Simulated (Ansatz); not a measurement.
Ideal-gas functions of ClGaH, SMILES `[Cl][GaH]` radical at 298.15 K and 1 bar, from an Ansatz frequency run at PBE0-D4/def2-TZVP.

Molar mass 106.18 g/mol, point group Cs (symmetry number 1), electronic degeneracy 2, moments of inertia 2.053, 112.483, 114.536 u Å². Harmonic wavenumbers (cm⁻¹, unscaled): 397, 521, 1757.

Use S(trans) = R[1.5 ln M + 2.5 ln T − 1.1517]; rotational temperatures θ = 24.2544 K / I; S(rot) = R[ln(√π/σ · √(T³/θAθBθC)) + 1.5]; for each mode x = 1.438777 ν̃/T, S = R[x/(eˣ − 1) − ln(1 − e⁻ˣ)] and H = RT x/(eˣ − 1); 1 cm⁻¹ = 0.0119627 kJ/mol; R = 8.31446 J/(mol·K).

**Question.** By hand: the entropy, in J/(mol·K).

**Answer.** Translation 167.0. Rotation: θ = 11.8141, 0.2156, 0.2118 K, giving 90.9. Vibration, mode by mode: 4.07, 2.54, 0.02, in all 6.6. Electronic 5.8. Sum 270.3 J/(mol·K).

**Question.** By hand: H − E and G − E in kJ/mol, counted from the electronic energy.

**Answer.** Zero-point energy ½ × 2675 × 0.0119627 = 16.0; thermal vibration 1.4; translation, rotation and pV give 4 RT = 9.9. H − E = 27.3 kJ/mol, and G − E = 27.3 − 298.15 × 270.3/1000 = -53.3 kJ/mol.

Vibration gives 2 % of the entropy.
